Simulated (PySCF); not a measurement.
Br$_{4}$Si, triplet, at the geometry of the source list (a higher spin typed on purpose: for a closed-shell molecule this is an excited state); HF/def2-SVP in PySCF.

PySCF was given this input:
```python
from pyscf import gto, scf

mol = gto.M(
    atom='''
Br   -1.177800   -1.476000   -1.148100
Si   -0.000000   -0.000000    0.000000
Br   -1.104300    1.912000    0.092800
Br    1.947600    0.321700   -0.993500
Br    0.334400   -0.757700    2.048900
''',
    basis='def2-svp',
    charge=0,
    spin=2,
    verbose=4,
)

mf = scf.UHF(mol)
mf.kernel()
mf.analyze()
```

It wrote (shortened):

```
PySCF version 2.14.0

[INPUT] verbose = 4
[INPUT] num. atoms = 5
[INPUT] num. electrons = 154
[INPUT] charge = 0
[INPUT] spin (= nelec alpha-beta = 2S) = 2
[INPUT] symmetry False subgroup None
[INPUT] Mole.unit = angstrom
[INPUT] Symbol           X                Y                Z      unit          X                Y                Z       unit  Magmom
[...]
nuclear repulsion = 1547.09134933743
number of shells = 56
number of NR pGTOs = 332
number of NR cGTOs = 146
basis = def2-svp
ecp = {}

******** <class 'pyscf.scf.uhf.UHF'> ********
method = UHF
initial guess = minao
damping factor = 0
level_shift factor = 0
DIIS = <class 'pyscf.scf.diis.CDIIS'>
diis_start_cycle = 1
diis_space = 8
diis_damp = 0
SCF conv_tol = 1e-09
SCF conv_tol_grad = None
SCF max_cycles = 50
direct_scf = True
direct_scf_tol = 1e-13
number electrons alpha = 78  beta = 76
Set gradient conv threshold to 3.16228e-05
init E= -10573.7258638075

cycle= 1 E= -10577.1098445411  delta_E= -3.38  |g|= 0.279  |ddm|= 3.05

cycle= 2 E= -10577.1470910738  delta_E= -0.0372  |g|= 0.183  |ddm|= 0.87

cycle= 3 E= -10577.1683200436  delta_E= -0.0212  |g|= 0.031  |ddm|= 0.244

cycle= 4 E= -10577.1715333643  delta_E= -0.00321  |g|= 0.0199  |ddm|= 0.221

cycle= 5 E= -10577.1736445052  delta_E= -0.00211  |g|= 0.0201  |ddm|= 0.132

cycle= 6 E= -10577.1738890205  delta_E= -0.000245  |g|= 0.0202  |ddm|= 0.0141

cycle= 7 E= -10577.1699419697  delta_E= 0.00395  |g|= 0.0157  |ddm|= 0.257

cycle= 8 E= -10577.1685407492  delta_E= 0.0014  |g|= 0.0145  |ddm|= 0.191

cycle= 9 E= -10577.1689281879  delta_E= -0.000387  |g|= 0.014  |ddm|= 0.0827

cycle= 10 E= -10577.1683347311  delta_E= 0.000593  |g|= 0.0131  |ddm|= 0.0572

cycle= 11 E= -10577.1675006777  delta_E= 0.000834  |g|= 0.0115  |ddm|= 0.0968

cycle= 12 E= -10577.1674871255  delta_E= 1.36e-05  |g|= 0.0107  |ddm|= 0.0628

cycle= 13 E= -10577.1680462244  delta_E= -0.000559  |g|= 0.0107  |ddm|= 0.0716

cycle= 14 E= -10577.1677575378  delta_E= 0.000289  |g|= 0.0107  |ddm|= 0.0404

cycle= 15 E= -10577.1677075157  delta_E= 5e-05  |g|= 0.0107  |ddm|= 0.0148

cycle= 16 E= -10577.1675950707  delta_E= 0.000112  |g|= 0.0107  |ddm|= 0.0143

cycle= 17 E= -10577.1664429649  delta_E= 0.00115  |g|= 0.00964  |ddm|= 0.143

cycle= 18 E= -10577.1645522657  delta_E= 0.00189  |g|= 0.0101  |ddm|= 0.411

cycle= 19 E= -10577.1654181965  delta_E= -0.000866  |g|= 0.00814  |ddm|= 0.267

cycle= 20 E= -10577.1648450866  delta_E= 0.000573  |g|= 0.00523  |ddm|= 0.202

cycle= 21 E= -10577.1650700488  delta_E= -0.000225  |g|= 0.00362  |ddm|= 0.122

cycle= 22 E= -10577.1652677808  delta_E= -0.000198  |g|= 0.0053  |ddm|= 0.107

cycle= 23 E= -10577.1652401193  delta_E= 2.77e-05  |g|= 0.00386  |ddm|= 0.055

cycle= 24 E= -10577.1652189307  delta_E= 2.12e-05  |g|= 0.00309  |ddm|= 0.0758

cycle= 25 E= -10577.1652324298  delta_E= -1.35e-05  |g|= 0.00303  |ddm|= 0.0149

cycle= 26 E= -10577.1652030371  delta_E= 2.94e-05  |g|= 0.00257  |ddm|= 0.0198

cycle= 27 E= -10577.1651797089  delta_E= 2.33e-05  |g|= 0.00176  |ddm|= 0.0288

cycle= 28 E= -10577.1652007903  delta_E= -2.11e-05  |g|= 0.00142  |ddm|= 0.0268

cycle= 29 E= -10577.1652234241  delta_E= -2.26e-05  |g|= 0.00126  |ddm|= 0.0158

cycle= 30 E= -10577.1652464659  delta_E= -2.3e-05  |g|= 0.00118  |ddm|= 0.015

cycle= 31 E= -10577.1652711003  delta_E= -2.46e-05  |g|= 0.00112  |ddm|= 0.018

cycle= 32 E= -10577.1652853959  delta_E= -1.43e-05  |g|= 0.00114  |ddm|= 0.0108

cycle= 33 E= -10577.1652868863  delta_E= -1.49e-06  |g|= 0.00114  |ddm|= 0.00136

cycle= 34 E= -10577.1652786483  delta_E= 8.24e-06  |g|= 0.00109  |ddm|= 0.0127

cycle= 35 E= -10577.1652807744  delta_E= -2.13e-06  |g|= 0.00108  |ddm|= 0.00369

cycle= 36 E= -10577.1652934351  delta_E= -1.27e-05  |g|= 0.00107  |ddm|= 0.0148

cycle= 37 E= -10577.1652935421  delta_E= -1.07e-07  |g|= 0.00101  |ddm|= 0.00559

cycle= 38 E= -10577.1653070618  delta_E= -1.35e-05  |g|= 0.000949  |ddm|= 0.0153

[...]
SCF not converged.
Total Energy =                      -10577.165350315382966
[...]
spin_pop of  2 Br 3px       0.00001
spin_pop of  2 Br 3py       0.00002
spin_pop of  2 Br 3pz       0.00003
spin_pop of  2 Br 4px       0.07864
spin_pop of  2 Br 4py       0.11840
spin_pop of  2 Br 4pz       0.18534
spin_pop of  2 Br 5px       0.00028
spin_pop of  2 Br 5py       0.00156
spin_pop of  2 Br 5pz      -0.00079
spin_pop of  2 Br 3dxy      0.00000
spin_pop of  2 Br 3dyz      0.00000
spin_pop of  2 Br 3dz^2     0.00001
spin_pop of  2 Br 3dxz      0.00000
spin_pop of  2 Br 3dx2-y2    0.00000
spin_pop of  2 Br 4dxy     -0.00031
spin_pop of  2 Br 4dyz     -0.00026
spin_pop of  2 Br 4dz^2    -0.00015
spin_pop of  2 Br 4dxz     -0.00020
spin_pop of  2 Br 4dx2-y2   -0.00020
spin_pop of  2 Br 5dxy      0.00001
spin_pop of  2 Br 5dyz     -0.00000
spin_pop of  2 Br 5dz^2     0.00000
spin_pop of  2 Br 5dxz     -0.00000
spin_pop of  2 Br 5dx2-y2   -0.00000
spin_pop of  3 Br 1s        0.00000
spin_pop of  3 Br 2s        0.00000
spin_pop of  3 Br 3s        0.00034
spin_pop of  3 Br 4s        0.01368
spin_pop of  3 Br 5s        0.00118
spin_pop of  3 Br 2px       0.00000
spin_pop of  3 Br 2py       0.00000
spin_pop of  3 Br 2pz       0.00000
spin_pop of  3 Br 3px       0.00001
spin_pop of  3 Br 3py       0.00004
spin_pop of  3 Br 3pz       0.00001
spin_pop of  3 Br 4px       0.09752
spin_pop of  3 Br 4py       0.25062
spin_pop of  3 Br 4pz       0.04714
spin_pop of  3 Br 5px       0.00179
spin_pop of  3 Br 5py      -0.00090
spin_pop of  3 Br 5pz       0.00026
spin_pop of  3 Br 3dxy      0.00000
spin_pop of  3 Br 3dyz      0.00001
spin_pop of  3 Br 3dz^2     0.00000
spin_pop of  3 Br 3dxz      0.00000
spin_pop of  3 Br 3dx2-y2    0.00000
spin_pop of  3 Br 4dxy     -0.00059
spin_pop of  3 Br 4dyz     -0.00007
spin_pop of  3 Br 4dz^2     0.00007
spin_pop of  3 Br 4dxz     -0.00044
spin_pop of  3 Br 4dx2-y2   -0.00000
spin_pop of  3 Br 5dxy     -0.00000
spin_pop of  3 Br 5dyz     -0.00000
spin_pop of  3 Br 5dz^2    -0.00000
spin_pop of  3 Br 5dxz      0.00000
spin_pop of  3 Br 5dx2-y2    0.00001
spin_pop of  4 Br 1s        0.00000
spin_pop of  4 Br 2s        0.00000
spin_pop of  4 Br 3s        0.00034
spin_pop of  4 Br 4s        0.01361
spin_pop of  4 Br 5s        0.00117
spin_pop of  4 Br 2px       0.00000
spin_pop of  4 Br 2py       0.00000
spin_pop of  4 Br 2pz       0.00000
spin_pop of  4 Br 3px      -0.00000
spin_pop of  4 Br 3py       0.00004
spin_pop of  4 Br 3pz       0.00002
spin_pop of  4 Br 4px      -0.00018
spin_pop of  4 Br 4py       0.24721
spin_pop of  4 Br 4pz       0.14995
spin_pop of  4 Br 5px      -0.00010
spin_pop of  4 Br 5py      -0.00065
spin_pop of  4 Br 5pz       0.00188
spin_pop of  4 Br 3dxy      0.00000
spin_pop of  4 Br 3dyz      0.00000
spin_pop of  4 Br 3dz^2     0.00000
spin_pop of  4 Br 3dxz      0.00000
spin_pop of  4 Br 3dx2-y2    0.00000
spin_pop of  4 Br 4dxy     -0.00010
spin_pop of  4 Br 4dyz     -0.00048
spin_pop of  4 Br 4dz^2    -0.00060
spin_pop of  4 Br 4dxz      0.00027
spin_pop of  4 Br 4dx2-y2   -0.00012
spin_pop of  4 Br 5dxy     -0.00000
spin_pop of  4 Br 5dyz      0.00000
spin_pop of  4 Br 5dz^2     0.00001
spin_pop of  4 Br 5dxz     -0.00000
spin_pop of  4 Br 5dx2-y2   -0.00000
 ** Mulliken Spin Density (per atom)  **
spin density of  0 Br =      0.41543
spin density of  1 Si =      0.36468
spin density of  2 Br =      0.39691
spin density of  3 Br =      0.41068
spin density of  4 Br =      0.41230
 ** Mulliken pop alpha/beta on meta-lowdin orthogonal AOs **
 ** Mulliken pop       alpha | beta **
In total            78.00000 | 76.00000
 ** Mulliken atomic charges   ( Nelec_alpha | Nelec_beta ) **
charge of  0Br =     -0.16460  (    17.79002     17.37459 )
charge of  1Si =      0.66932  (     6.84768      6.48300 )
charge of  2Br =     -0.17262  (    17.78476     17.38786 )
charge of  3Br =     -0.16704  (    17.78886     17.37818 )
charge of  4Br =     -0.16506  (    17.78868     17.37638 )
Dipole moment(X, Y, Z, Debye):  0.01008, -0.03174,  0.01449
```

The run did not converge; its last values are not results.
